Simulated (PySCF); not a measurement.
Mg(Br)(NH2) (BrH2MgN), SMILES [Mg]([NH2])[Br]. Atoms are numbered in the order given.

```xyz
5

Mg     0.0000     0.0000    -1.1366
Br     0.0000     0.0000     1.1980
N      0.0000     0.0000    -3.0106
H      0.0000    -0.8129    -3.6076
H      0.0000     0.8129    -3.6076
```
Charge 0, spin multiplicity 1.

The structure is a stationary point at PBE0-D3(BJ)/def2-TZVP. Other conformers were not sampled.

Computed with PySCF with HF/pcSseg-2.

GIAO shieldings, no solvent; atoms alike by connectivity are averaged. δ = σ(ref) − σ: ¹⁵N against NH3 (σ = 262.2 ppm); ¹H against TMS (σ = 31.98 ppm), references at their B3LYP-D3(BJ)/def2-TZVP geometries, non-relativistic (without spin–orbit terms, shifts of atoms bonded to Cl or Br come out too high).

Estimate the chemical shifts. (The exact figures need the calculation; the answer reports its results.)


| nucleus | atoms | count | δ (ppm) |
|---|---|---|---|
| ¹⁵N | N3 | 1 | -23.5 |
| ¹H | H4, H5 | 2 | -0.47 |
